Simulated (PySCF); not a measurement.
# PbH4 relaxed at several levels

Computed with PySCF 2.14.0, def2-SVP on the ligands, density fitting, scalar-relativistic core potentials, no spin-orbit coupling, vacuum. Each row is relaxed at its own level from the same template. Distances are means of the shortest metal–ligand contacts, charges and spins Mulliken's; removal energies are rigid, with the ligand's formal charge and no counterpoise, so too large; for an anion taken off a cation in vacuum most of it is the attraction of opposite charges, and multiply charged cations can part far more cheaply with an electron moved from ligand to metal.

| level | basis on the metal | point group | M–H (Å) | charge on M (e) | HOMO–LUMO gap (eV) | removal of one H (eV) | strongest infrared band, degenerate modes summed (cm⁻¹) | unstable modes (below −25 cm⁻¹) |
| --- | --- | --- | --- | --- | --- | --- | --- | --- |
| TPSS | def2-SVP with ECP60 | Td | 1.771 | 0.27 | 6.80 | 11.63 | – | not given |

Task: What does the calculation give for PBE0, def2-SVP with ECP60?

Result: point group: Td, M–H (Å): 1.757, charge on M (e): 0.22, HOMO–LUMO gap (eV): 8.78, removal of one H (eV): 11.79, strongest infrared band, degenerate modes summed (cm⁻¹): 1873, unstable modes (below −25 cm⁻¹): 0.
```xyz
5

Pb    0.0078    0.3729    0.0000
H    -0.0134   -0.6421    1.4346
H    -0.0134   -0.6421   -1.4346
H     1.4627    1.3582    0.0000
H    -1.4050    1.4179    0.0000
```

One start shape was tried for each, so a minimum needn't be the lowest isomer.
